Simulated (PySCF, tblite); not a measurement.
Compound: C₆H₁₄Si₂.
Z-matrix (Å and degrees, GFN2-xTB geometry), rows numbered from 1:
```
C 
C   1  1.3193
C   2  1.4990  1  124.44
C   3  1.5114  2  109.87  1  -116.14
C   4  1.3335  3  121.23  2    96.33
Si  5  1.8733  4  126.74  3  -178.84
C   4  1.4890  3  115.36  2   -83.99
Si  7  1.9106  4  111.41  3   -84.10
H   1  1.0779  2  121.79  3    -1.24
H   1  1.0769  2  121.98  3   179.13
H   2  1.0826  1  120.09  3  -178.56
H   3  1.0938  2  109.17  1   124.06
H   3  1.0913  2  109.44  1     5.05
H   5  1.0843  4  117.04  3     0.80
H   6  1.4687  5  111.09  4    59.84
H   6  1.4649  5  108.14  4   179.21
H   6  1.4682  5  111.47  4   -60.97
H   7  1.0898  4  110.20  3   155.05
H   7  1.0914  4  110.04  3    36.62
H   8  1.4645  7  108.25  4  -178.03
H   8  1.4667  7  109.76  4    63.39
H   8  1.4607  7  109.90  4   -56.77
```

The calculation used PBE0/pcSseg-1 in PySCF (dipole) on a GFN2-xTB geometry, gas phase.

Masses are those of the commonest isotopes; rigid-rotor values at the optimised geometry. The values belong to one conformer with, in the numbering `[CH2:1]=[CH:2][CH2:3]/[C:4](=[CH:5]/[SiH3:6])[CH2:7][SiH3:8]`, C1–C2–C3–C4 -116°, C2–C3–C4–C5 96°, C3–C4–C7–Si8 -84°.

Give the principal moments of inertia and the rotational constants in MHz.

Ia = 366.01, Ib = 548.07, Ic = 842.60 u·Å²; 505379 MHz·u·Å²/I gives A = 1381, B = 922.1, C = 599.8 MHz.

What kind of rotor is it?

An asymmetric top; Ray's κ = -0.175.

What does the inertial defect say?

Not planar: Δ = Ic − Ia − Ib = -71.48 u·Å². For a rigid frame Δ = −2 Σ m c², so Σ m c² = 35.74 u·Å² lies off the ab plane: 17.52 from hydrogen and 18.22 from heavier atoms. The atom farthest from that plane is 1.59 Å away.

Give the coordinates in the principal-axis frame, origin at the centre of mass.

The sense of each axis is arbitrary; atoms in the order of the calculation.
| atom | mass (u) | a (Å) | b (Å) | c (Å) |
| --- | --- | --- | --- | --- |
| C1 | 12.000 | -3.709 | -0.528 | 0.119 |
| C2 | 12.000 | -2.665 | 0.245 | 0.351 |
| C3 | 12.000 | -1.569 | 0.509 | -0.637 |
| C4 | 12.000 | -0.261 | -0.038 | -0.113 |
| C5 | 12.000 | 0.182 | -1.241 | -0.480 |
| Si6 | 27.977 | 1.756 | -2.078 | 0.095 |
| C7 | 12.000 | 0.477 | 0.859 | 0.819 |
| Si8 | 27.977 | 1.543 | 2.128 | -0.133 |
| H9 | 1.008 | -3.853 | -1.016 | -0.831 |
| H10 | 1.008 | -4.467 | -0.702 | 0.863 |
| H11 | 1.008 | -2.545 | 0.719 | 1.317 |
| H12 | 1.008 | -1.474 | 1.589 | -0.788 |
| H13 | 1.008 | -1.819 | 0.041 | -1.591 |
| H14 | 1.008 | -0.431 | -1.799 | -1.179 |
| H15 | 1.008 | 1.755 | -2.262 | 1.552 |
| H16 | 1.008 | 1.833 | -3.393 | -0.548 |
| H17 | 1.008 | 2.944 | -1.297 | -0.270 |
| H18 | 1.008 | 1.126 | 0.273 | 1.470 |
| H19 | 1.008 | -0.226 | 1.399 | 1.455 |
| H20 | 1.008 | 2.272 | 2.939 | 0.845 |
| H21 | 1.008 | 0.678 | 3.008 | -0.924 |
| H22 | 1.008 | 2.467 | 1.431 | -1.025 |

List the rotational levels J(Ka,Kc) to J = 4 (K).

Above 0(0,0), as E/k:
J = 1: 1(0,1) 0.073, 1(1,1) 0.095, 1(1,0) 0.111
J = 2: 2(0,2) 0.213, 2(1,2) 0.226, 2(1,1) 0.272, 2(2,1) 0.338, 2(2,0) 0.344
J = 3: 3(0,3) 0.413, 3(1,3) 0.418, 3(1,2) 0.510, 3(2,2) 0.557, 3(2,1) 0.582, 3(3,1) 0.709, 3(3,0) 0.711
J = 4: 4(0,4) 0.669, 4(1,4) 0.671, 4(1,3) 0.817, 4(2,3) 0.845, 4(2,2) 0.905, 4(3,2) 1.010, 4(3,1) 1.019, 4(4,1) 1.211, 4(4,0) 1.211
Those of J = 1 are B + C, A + C and A + B.

Which lines would a microwave search look for?

The dipole components are |μa| = 0.67 D, |μb| = 0.76 D, |μc| = 0.17 D. Intensities carry the squares of the components, which stand as 0.78 : 1.00 : 0.05 (a : b : c). Some lines, for components of 0.1 D or more:

```json
{"type": "a", "branch": "Q", "J(Ka,Kc)": "1(1,0) ← 1(1,1)", "MHz": "322", "lower level (cm⁻¹)": "0.066"}
{"type": "c", "branch": "Q", "J(Ka,Kc)": "1(1,1) ← 1(0,1)", "MHz": "459", "lower level (cm⁻¹)": "0.051"}
{"type": "a", "branch": "Q", "J(Ka,Kc)": "3(2,1) ← 3(2,2)", "MHz": "520", "lower level (cm⁻¹)": "0.387"}
{"type": "b", "branch": "Q", "J(Ka,Kc)": "1(1,0) ← 1(0,1)", "MHz": "781", "lower level (cm⁻¹)": "0.051"}
{"type": "c", "branch": "Q", "J(Ka,Kc)": "3(2,2) ← 3(1,2)", "MHz": "988", "lower level (cm⁻¹)": "0.354"}
{"type": "b", "branch": "Q", "J(Ka,Kc)": "2(2,0) ← 2(1,1)", "MHz": "1496", "lower level (cm⁻¹)": "0.189"}
{"type": "a", "branch": "R", "J(Ka,Kc)": "1(0,1) ← 0(0,0)", "MHz": "1522", "lower level (cm⁻¹)": "0.000"}
{"type": "c", "branch": "Q", "J(Ka,Kc)": "5(3,3) ← 5(2,3)", "MHz": "1584", "lower level (cm⁻¹)": "0.909"}
{"type": "c", "branch": "R", "J(Ka,Kc)": "1(1,0) ← 0(0,0)", "MHz": "2303", "lower level (cm⁻¹)": "0.000"}
{"type": "b", "branch": "Q", "J(Ka,Kc)": "3(3,0) ← 3(2,1)", "MHz": "2675", "lower level (cm⁻¹)": "0.405"}
{"type": "b", "branch": "R", "J(Ka,Kc)": "3(0,3) ← 2(1,2)", "MHz": "3910", "lower level (cm⁻¹)": "0.157"}
{"type": "b", "branch": "R", "J(Ka,Kc)": "4(2,2) ← 3(3,1)", "MHz": "4090", "lower level (cm⁻¹)": "0.493"}
{"type": "a", "branch": "R", "J(Ka,Kc)": "3(0,3) ← 2(0,2)", "MHz": "4166", "lower level (cm⁻¹)": "0.148"}
{"type": "b", "branch": "R", "J(Ka,Kc)": "5(3,2) ← 4(4,1)", "MHz": "4249", "lower level (cm⁻¹)": "0.842"}
{"type": "b", "branch": "R", "J(Ka,Kc)": "2(2,1) ← 1(1,0)", "MHz": "4742", "lower level (cm⁻¹)": "0.077"}
{"type": "b", "branch": "R", "J(Ka,Kc)": "5(0,5) ← 4(1,4)", "MHz": "6478", "lower level (cm⁻¹)": "0.467"}
{"type": "a", "branch": "R", "J(Ka,Kc)": "4(2,2) ← 3(2,1)", "MHz": "6734", "lower level (cm⁻¹)": "0.405"}
{"type": "b", "branch": "R", "J(Ka,Kc)": "4(2,3) ← 3(1,2)", "MHz": "6979", "lower level (cm⁻¹)": "0.354"}
{"type": "b", "branch": "R", "J(Ka,Kc)": "5(1,4) ← 4(2,3)", "MHz": "7069", "lower level (cm⁻¹)": "0.587"}
{"type": "b", "branch": "R", "J(Ka,Kc)": "3(3,1) ← 2(2,0)", "MHz": "7610", "lower level (cm⁻¹)": "0.239"}
{"type": "b", "branch": "R", "J(Ka,Kc)": "3(3,0) ← 2(2,1)", "MHz": "7760", "lower level (cm⁻¹)": "0.235"}
{"type": "a", "branch": "R", "J(Ka,Kc)": "5(4,2) ← 4(4,1)", "MHz": "7873", "lower level (cm⁻¹)": "0.842"}
{"type": "b", "branch": "R", "J(Ka,Kc)": "4(2,2) ← 3(1,3)", "MHz": "10146", "lower level (cm⁻¹)": "0.291"}
{"type": "b", "branch": "R", "J(Ka,Kc)": "4(4,1) ← 3(3,0)", "MHz": "10428", "lower level (cm⁻¹)": "0.494"}
{"type": "c", "branch": "R", "J(Ka,Kc)": "5(3,2) ← 4(2,2)", "MHz": "10617", "lower level (cm⁻¹)": "0.629"}
{"type": "c", "branch": "R", "J(Ka,Kc)": "5(2,4) ← 4(1,4)", "MHz": "10961", "lower level (cm⁻¹)": "0.467"}
{"type": "b", "branch": "R", "J(Ka,Kc)": "5(5,0) ← 4(4,1)", "MHz": "13212", "lower level (cm⁻¹)": "0.842"}
{"type": "b", "branch": "R", "J(Ka,Kc)": "5(2,3) ← 4(1,4)", "MHz": "13272", "lower level (cm⁻¹)": "0.467"}
```

Estimate the classical rotational partition function at 10 K, 100 K and 200 K.

Point group C1, symmetry number σ = 1; q = (√π/σ)·√((kT/h)³/(ABC)), k/h = 20836.6 MHz/K: 6100 at 10 K, 193000 at 100 K, 546000 at 200 K.

Its GFN2-xTB frequencies are all real (lowest 41 cm⁻¹). Constants of a rigid frame at the computed geometry: no zero-point averaging, no centrifugal distortion. A rigid rotor knows nothing of internal rotation, which can split or shift real lines.

On an Arm Neoverse V1 with one thread, on a shared host, this took 43 s and 1.0 GiB of memory at its peak. This is the PBE0/pcSseg-1 job that gave the dipole, with the shieldings it also computed.
